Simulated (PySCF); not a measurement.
# How methods differ on the ionisation energy of Cd¹²⁺

Cd¹²⁺ [Kr] → Cd¹³⁺ [Ar] 3d10 4s2 4p5 [4p1/2^2 4p3/2^3, M_J = 3/2], as a difference of total energies. Calculation: PySCF 2.14, in an uncontracted even-tempered set (18 s from 0.5 bohr⁻², ratio 2.8; 14 p from 0.65 bohr⁻², ratio 2.8; 9 d from 1.1 bohr⁻², ratio 2.8; 4 f from 5.4 bohr⁻², ratio 3); the two-component X2C-1e Hamiltonian. Correlated levels: [Ne] frozen; the 76 highest virtual spinors dropped. "Screened" scales the spin-orbit matrix elements by Boettger's factors to mimic the two-electron term; Breit and QED terms are absent.

```csv
method,ionisation energy (eV)
GHF (screened spin-orbit),304.99
GMP2 (screened spin-orbit),306.03
```

How much does correlation contribute at GMP2 (screened spin-orbit)?

306.03 − (304.99) = 1.04 eV, measured against GHF (screened spin-orbit).

For comparison: 305 ± 3 eV (theoretical estimate listed by NIST; NIST Atomic Spectra Database, ionization energies).
